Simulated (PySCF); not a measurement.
A structure optimised at r2SCAN-D4/def2-SVP, used in a PySCF frequency run:

```xyz
3

Ga     0.0000     0.0000     0.0000
I      0.0000     0.0000    -2.3715
I      0.0000     0.0000     2.3715
```
Charge +1, spin multiplicity 1.

### Question
Write its SMILES, formula and point group.

### Answer
[I][Ga+][I], GaI2, D∞h

### Question
What are its rotational constants (standard atomic weights)?

### Answer
0.35406 GHz (linear rotor, B only)
